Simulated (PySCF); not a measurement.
Vibration and rotation of IO

UHF-CCSD(T) constants of IO, ²Π (doublet), unpaired electrons π ↑ (I def2-TZVPP with ECP28, O def2-TZVPP; scalar-relativistic core potentials (PySCF 2.14); masses 126.9045 and 15.9949 u):

- ωe: 665.8 cm⁻¹
- ωexe: 3.42 cm⁻¹
- Be: 0.33517 cm⁻¹
- αe: 0.00255 cm⁻¹
- D (centrifugal): 3.4e-07 cm⁻¹
- De to I + O: 2.23 eV

(1) Give the vibrational terms G(v) and spacings up to v = 6.

(2) How well does the Morse estimate ωe²/(4ωexe) reproduce De, and what is D0?

Correlated steps freeze 5 core orbitals. These are scalar-relativistic numbers at best; spin–orbit coupling would shift them, the dissociation energy most. The CCSD T1 diagnostic is raised, a sign that a single reference may not be enough here. The state was picked by a PBE0 search and need not be the measured ground state.

Results:

(1) G(v) = ωe(v+½) − ωexe(v+½)².

| v | G(v) (cm⁻¹) | G(v) − G(v−1) | Bv (cm⁻¹) |
| --- | --- | --- | --- |
| 0 | 332 |  | 0.3339 |
| 1 | 991 | 659 | 0.3313 |
| 2 | 1643 | 652 | 0.3288 |
| 3 | 2288 | 645 | 0.3262 |
| 4 | 2927 | 638 | 0.3237 |
| 5 | 3558 | 632 | 0.3211 |
| 6 | 4183 | 625 | 0.3186 |

(2) It gives 4.02 eV, 180 % of the computed De. D0 = De − G(0) = 2.23 − 0.04 = 2.19 eV.
